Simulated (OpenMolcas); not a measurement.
# Cu2+, Ag2+, Au2+: d9 down the group

```json
{"Program": "OpenMolcas", "Method": "SS-CASPT2, IPEA 0.25 Eh, imaginary shift 0.1 Eh", "Basis": "ANO-RCC-VTZP", "Scalar Hamiltonian": "DKH2, point nucleus", "Spin-orbit coupling": "RASSI with atomic mean-field integrals over the reference wave functions, term energies averaged over their components"}
```

Active space for each ion: 9 electrons in 5 orbitals (d); closed shells correlated by CASPT2: Cu2+ 3s 3p; Ag2+ 4s 4p; Au2+ 5s 5p.

Computed levels in cm-1 above 2D 5/2:

```json
{"Level": "2D 3/2", "Cu2+": "2040", "Ag2+": "4410", "Au2+": "12930"}
{"Level": "weight of 2D in the lowest level (%)", "Cu2+": "100", "Ag2+": "100", "Au2+": "100"}
```

Measured, with the error of the calculation in %. Measured levels: Cu2+ from Sugar and Musgrove, J. Phys. Chem. Ref. Data 19, 527 (1990); Ag2+ from Moore, Atomic Energy Levels, vol. III, NSRDS-NBS 35 (1971 reprint of NBS Circular 467, 1958); Au2+ from Iglesias, J. Res. Natl. Bur. Stand. 64A, 481 (1960).

```
 Level         Cu2+         Ag2+          Au2+
2D 3/2  2072 (-1.3)  4607 (-4.3)  12694 (+1.9)
```

The fine-structure level 2D 3/2 changes by a factor of 6.34 from Cu2+ to Au2+.

CASPT2 does not keep the components of a term degenerate, so their means are used; among the terms shown or strongly mixed into the levels shown the widest spread is 46 cm-1 (5d9 2D, Au2+). Computed and measured levels are paired by configuration, term and J; levels that our copy of the source lacks, or whose pairing is in doubt (as where it misses far off the trend of its configuration), stay unpaired and out of the deviations. Levels of configurations outside the active space are missing.
